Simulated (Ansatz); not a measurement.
## Interaction energy ladder

The pair of H$_{2}$ (SMILES [H][H], atoms 1–2) and SiH$_{4}$ (SMILES [SiH4], atoms 3–7), both closed shells, in one local arrangement (a lower one may exist), relaxed at PBE0-D4/def2-TZVP:

| atom | x (Å) | y (Å) | z (Å) |
| --- | --- | --- | --- |
| H1 | -0.0756 | -0.0451 | -3.5402 |
| H2 | -0.0590 | -0.0118 | -2.7948 |
| Si3 | 0.0269 | 0.0113 | 1.2678 |
| H4 | -0.0130 | 0.1258 | -0.2121 |
| H5 | -0.2903 | -1.3839 | 1.6638 |
| H6 | -0.9723 | 0.9349 | 1.8614 |
| H7 | 1.3833 | 0.3688 | 1.7540 |

Program: Ansatz 0.2.0. Basis: def2-TZVPPD, with def2-QZVPPD for the basis limit. Cores are frozen in the correlated methods. B3LYP uses VWN-RPA correlation. Extrapolation: Hartree–Fock as exp(−7.88 √X), correlation as X^−2.97. Interaction energies count from these two fragments, frozen as in the pair, with the counterpoise correction; negative means bound.

(1) What is the interaction energy by CCSD(T) at an estimated basis limit (MP2 extrapolated from triple and quadruple zeta, plus CCSD(T) − MP2 in triple zeta)? (An estimate is asked for; the value comes from the calculation.)

(2) Which atoms make the shortest contact between the fragments?

T1 diagnostic: at most 0.011.

## Answers

(1) Computed: -0.14 kcal/mol. Hartree–Fock alone gives 0.22 kcal/mol at the basis limit, so without correlation the pair would not bind at this distance. It counts from the two fragments frozen as in the pair.

The same quantity by other methods in triple zeta, and each one's difference from that estimate:
| method | E_int (kcal/mol) | difference |
| --- | --- | --- |
| PBE-D4 | -0.34 | -0.20 |
| revPBE-D4 | -0.21 | -0.07 |
| BLYP-D4 | -0.05 | 0.09 |
| r2SCAN-D4 | 0.10 | 0.24 |
| B97M-V | -0.20 | -0.06 |
| PBE0-D4 | -0.25 | -0.11 |
| B3LYP-D4 | -0.11 | 0.03 |
| HSE06-D4 | -0.27 | -0.12 |
| wB97X-V | -0.13 | 0.02 |
| wB97M-V | -0.08 | 0.06 |
| B2PLYP | 0.03 | 0.18 |
| HF | 0.22 | 0.36 |
| MP2 | -0.08 | 0.06 |
| CCSD | -0.08 | 0.07 |
| CCSD(T) | -0.12 | 0.03 |
Differences are method less estimate.

(2) H2 and H4, 2.59 Å apart.

Basis-set superposition shift (counterpoise-corrected less uncorrected): CCSD(T) 0.05; MP2 0.05; HF 0.01; PBE0-D4 0.02; wB97M-V 0.03 kcal/mol.

For scale, one of the runs: CCSD(T)/def2-TZVPPD, 150 basis functions, launched by `ansatz run in.yaml --threads 2 --pin off --events-out ev --progress --plain --max-ram 5222MiB`. Time: 4.8 s of wall clock on 2 CPU threads of an Arm Neoverse V2; the host was shared. Peak host memory: 0.86 GiB.
